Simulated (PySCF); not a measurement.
State search for InAs

Unrestricted PBE0; basis In cc-pVDZ-PP with ECP28, As cc-pVDZ-PP with ECP10; scalar-relativistic core potentials; PySCF 2.14. Outer shells of the fragments: In 4d10 5s2 5p1; As 3d10 4s2 4p3.

Followed along the bond (rough minima from three points):

| 2Ms+1 | unpaired | ⟨S²⟩ at the start | R at minimum (Å) | Te (eV) |
| --- | --- | --- | --- | --- |
| 3 | π ↑↑ | 2.01 | 2.77 | 0.00 |
| 3 | σ ↑, π ↑ | 2.02 | 2.55 | 0.26 |
| 1 | π ↑↓ | 1.01 | 2.76 | 0.33 |
| 1 | σ ↓, π ↑ | 1.02 | 2.53 | 0.48 |
| 1 | none | 0.00 | 2.75 | 1.27 |

Solutions found at the starting distance of 2.565 Å, counted from the lowest of them; the search is not exhaustive and high or unbound solutions are not listed, so other states can lie among these:

```csv
2Ms+1,unpaired,term,E (eV),⟨S²⟩,⟨Lz²⟩,μ (D)
3,π ↑↑,³Σ⁻,0.00,2.01,0.00,-1.03
3,"σ ↑, π ↑",³Π,0.14,2.02,1.01,-2.70
1,π ↑↓,mixed,0.33,1.01,2.01,-0.95
1,"σ ↓, π ↑",mixed,0.36,1.02,1.02,-2.75
1,none,mixed,1.26,0.00,2.00,-0.62
1,none,¹Σ⁺,1.39,0.00,0.00,-3.96
5,"σ ↑, π ↑↑↑",⁵Π,1.82,6.01,1.00,1.01
3,"σ ↑, π ↑↑↓",mixed,2.40,3.01,3.02,0.89
3,"σ ↓, π ↑↑↑",mixed,2.48,3.02,1.00,1.13
3,π ↑↑,mixed,3.05,2.01,2.01,-1.26
3,π ↑↑,mixed,3.32,2.01,2.01,-1.48
5,"σ ↑↑, π ↑↑",⁵Σ⁻,3.94,6.00,0.00,1.41
3,π ↑↑,mixed,4.29,2.01,2.01,4.56
3,"σ ↑↑, π ↑↓",mixed,4.63,3.01,2.01,1.37
```

A term symbol is given only where ⟨S²⟩ and ⟨Lz²⟩ are close to those of a pure state; real π, δ and φ orbitals otherwise mix terms. A positive dipole means In(−)As(+).

Q: Compare the gap between the two lowest followed solutions at the starting distance with the gap between their minima.

A: At PBE0 the second solution (triplet, unpaired electrons σ ↑, π ↑) lies +0.14 eV from the first (triplet, unpaired electrons π ↑↑) at 2.565 Å and +0.26 eV at the minima; the two curves relax by different amounts, since their minima lie near 2.55 and 2.77 Å.

Spin–orbit coupling is left out.
